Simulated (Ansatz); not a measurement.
Cartesian coordinates in Å:
```
C 0.090 -1.157 -0.067
N 1.155 -0.454 0.030
Si 0.009 0.882 0.055
O -1.083 -0.441 -0.082
H -0.002 -2.242 -0.139
H -0.146 1.630 1.321
H -0.024 1.782 -1.118
```

The species carries charge 0 and has multiplicity 1.

List the PBE0/def2-TZVPP orbital energies in eV (the Gaussian-basis code of Ansatz). (Estimate.)

Ansatz gave: Occupied: -1803.97, -523.46, -390.97, -281.34, -146.19, -100.91, -100.84, -100.81, -30.29, -24.80, -17.75, -14.15, -14.05, -12.83, -12.57, -10.12, -10.07, -8.35, -8.08. Lowest empty: -0.57, -0.36, 0.83, 1.61, 2.44, 3.41, 3.77, 4.22.
